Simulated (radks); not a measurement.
Results of a calculation; reference values are marked as such.
Valence configurations of neutral arsenic (all share [Ar]). Code: a radial shooting solver on a logarithmic mesh with Libxc functionals. Model: scalar-relativistic Kohn-Sham, LDA (Slater exchange, Perdew-Wang correlation), spin-polarised, spherical densities, point nucleus; open shells are filled with parallel spins first. Energies are relative to 3d10 4s2 4p3; eigenvalues in eV for spin up.

valence           E (eV)  moment (Bohr magnetons)    e(3d)   e(4p)    e(4s)
3d10 4s2 4p3       0.000                        3  -40.705  -5.956  -15.326
3d10 4s1.5 4p3.5   4.647                        3  -41.606  -6.344  -15.892
3d10 4s1 4p4       9.320                        3  -42.494  -6.729  -16.447
3d10 4p5          20.453                        1  -44.097  -6.856        -
3d9 4s2 4p4       40.533                        3  -52.235  -7.152  -17.559
3d9 4s1 4p5       50.804                        3  -53.853  -7.833  -18.527
3d8 4s2 4p5       89.767                        3  -64.247  -8.257  -19.598

NIST lists [Ar] 3d10 4s2 4p3 as the ground configuration; this level of theory agrees among the configurations tried. The energies are those of spherical high-spin densities, not of single terms.
